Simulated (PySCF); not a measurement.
Members of one series of related molecules.

All values: PBE0/pcSseg-1 (PySCF) at GFN2-xTB geometries, gas phase, one conformer each.

(1) Rank by HOMO–LUMO gap, highest first.
A. `CO[C@@]1(C)C[C@]1(C)C(=O)Cl`
B. `C[C@@H]1C[C@@]1(C)C(=O)F`
C. `C[C@@H]1C[C@]1(C)C(=O)Cl`
D. `CC[C@@]1(C)C[C@@]1(C)C(=O)Cl`

(2) Rank by HOMO energy, highest first.
A. `CC1(C)C[C@]1(C)C(=O)Cl`
B. `C[C@@H]1C[C@@]1(C)C(=O)F`
C. `C[C@@H]1C[C@]1(C)C(=O)Cl`
D. `[C@@]1(OC)(C)[C@](C(Cl)=O)(C)C1`

Results:

(1) B (8.13 eV), C (7.27 eV), D (7.09 eV), A (6.51 eV).

(2) D (-7.51 eV), A (-8.07 eV), C (-8.22 eV), B (-8.40 eV).

All values together:

```json
{"SMILES": "C[C@@H]1C[C@]1(C)C(=O)Cl", "change": "parent", "formula": "C6H9ClO", "μ (D)": "3.44", "HOMO (eV)": "-8.22", "LUMO (eV)": "-0.95", "lowest IAO charge (e)": "-0.427 (C)", "highest IAO charge (e)": "+0.360 (C)", "lowest Hirshfeld charge (e)": "-0.194 (O)", "highest Hirshfeld charge (e)": "+0.183 (C)"}
{"SMILES": "C[C@@]1(C(=O)Cl)C[C@@]1(C)F", "change": "H replaced by F", "formula": "C6H8ClFO", "μ (D)": "1.94", "HOMO (eV)": "-8.32", "LUMO (eV)": "-1.21", "lowest IAO charge (e)": "-0.444 (C)", "highest IAO charge (e)": "+0.354 (C)", "lowest Hirshfeld charge (e)": "-0.196 (O)", "highest Hirshfeld charge (e)": "+0.181 (C)"}
{"SMILES": "C[C@@H]1C[C@@]1(C)C(=O)F", "change": "Cl replaced by F", "formula": "C6H9FO", "μ (D)": "3.74", "HOMO (eV)": "-8.40", "LUMO (eV)": "-0.27", "lowest IAO charge (e)": "-0.418 (C)", "highest IAO charge (e)": "+0.606 (C)", "lowest Hirshfeld charge (e)": "-0.228 (O)", "highest Hirshfeld charge (e)": "+0.234 (C)"}
{"SMILES": "CC[C@@]1(C)C[C@@]1(C)C(=O)Cl", "change": "H replaced by C2H5", "formula": "C8H13ClO", "μ (D)": "3.60", "HOMO (eV)": "-8.01", "LUMO (eV)": "-0.92", "lowest IAO charge (e)": "-0.419 (C)", "highest IAO charge (e)": "+0.360 (C)", "lowest Hirshfeld charge (e)": "-0.195 (O)", "highest Hirshfeld charge (e)": "+0.181 (C)"}
{"SMILES": "CO[C@@]1(C)C[C@]1(C)C(=O)Cl", "change": "H replaced by OCH3", "formula": "C7H11ClO2", "μ (D)": "3.04", "HOMO (eV)": "-7.51", "LUMO (eV)": "-1.00", "lowest IAO charge (e)": "-0.446 (C)", "highest IAO charge (e)": "+0.361 (C)", "lowest Hirshfeld charge (e)": "-0.204 (O)", "highest Hirshfeld charge (e)": "+0.181 (C)"}
{"SMILES": "CC1(C)C[C@]1(C)C(=O)Cl", "change": "H replaced by CH3", "formula": "C7H11ClO", "μ (D)": "3.64", "HOMO (eV)": "-8.07", "LUMO (eV)": "-0.93", "lowest IAO charge (e)": "-0.426 (C)", "highest IAO charge (e)": "+0.361 (C)", "lowest Hirshfeld charge (e)": "-0.194 (O)", "highest Hirshfeld charge (e)": "+0.182 (C)"}
```

Conformers: `[CH3:1][C@@H:2]1[CH2:3][C@:4]1([CH3:5])[C:6](=[O:7])[Cl:8]` with C3–C4–C6–O7 -20°; `[CH3:1][C@@:2]1([C:3](=[O:4])[Cl:5])[CH2:6][C@@:7]1([CH3:8])[F:9]` with C1–C2–C3–O4 168°; `[CH3:1][C@@H:2]1[CH2:3][C@@:4]1([CH3:5])[C:6](=[O:7])[F:8]` with C3–C4–C6–O7 -149°; `[CH3:1][CH2:2][C@@:3]1([CH3:4])[CH2:5][C@@:6]1([CH3:7])[C:8](=[O:9])[Cl:10]` with C1–C2–C3–C4 -75°, C5–C6–C8–O9 15°; `[CH3:1][O:2][C@@:3]1([CH3:4])[CH2:5][C@:6]1([CH3:7])[C:8](=[O:9])[Cl:10]` with C1–O2–C3–C4 54°, C5–C6–C8–O9 176°; `[CH3:1][C:2]1([CH3:3])[CH2:4][C@:5]1([CH3:6])[C:7](=[O:8])[Cl:9]` with C4–C5–C7–O8 -12°.

Give the shifts from the parent, `C[C@@H]1C[C@]1(C)C(=O)Cl`.

```
                      SMILES  change in μ (D)  change in HOMO (eV)  change in LUMO (eV)
 C[C@@]1(C(=O)Cl)C[C@@]1(C)F            -1.50                -0.10                -0.26
    C[C@@H]1C[C@@]1(C)C(=O)F            +0.30                -0.18                +0.68
CC[C@@]1(C)C[C@@]1(C)C(=O)Cl            +0.16                +0.21                +0.03
 CO[C@@]1(C)C[C@]1(C)C(=O)Cl            -0.40                +0.71                -0.05
      CC1(C)C[C@]1(C)C(=O)Cl            +0.20                +0.15                +0.02
```
